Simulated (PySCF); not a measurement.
From a computed spectrum to the compound

A species of 9 atoms with charge 0 has these harmonic modes (PBE0, small Gaussian bases with core potentials, PySCF 2.14.0):

```tsv
cm⁻¹	km/mol	symmetry
27	0.0	
70	4.4	
77	0.0	
85	7.2	
85	7.2	
95	3.7	
154	9.3	
155	9.2	
160	48.4	
293	0.0	
318	28.5	
321	32.2	
321	32.2	
653	0.0	
685	12.1	
685	12.0	
692	3.9	
2712	4.7	
2712	4.7	
2712	3.4	
2712	0.0
```

Q: Which species is it, and in which structure?

A: Pb(SH)4 (singlet):
```xyz
9

Pb    0.0000    0.0000    0.0001
S     1.4679    1.5424    1.3320
H     2.5140    0.6887    1.2540
S    -1.4679   -1.5424    1.3320
H    -2.5140   -0.6887    1.2540
S     1.5427   -1.4674   -1.3321
H     0.6873   -2.5124   -1.2576
S    -1.5427    1.4674   -1.3321
H    -0.6873    2.5124   -1.2576
```
Ideal gas at 298.15 K and 1 bar: S = 469.5 J/(mol K), Cp = 148.5 J/(mol K), H − H(0 K) = 32.8 kJ/mol (rigid rotor, harmonic modes, spin degeneracy alone; the modes under 60 cm⁻¹ make these uncertain). 
 This is one of several that fit.
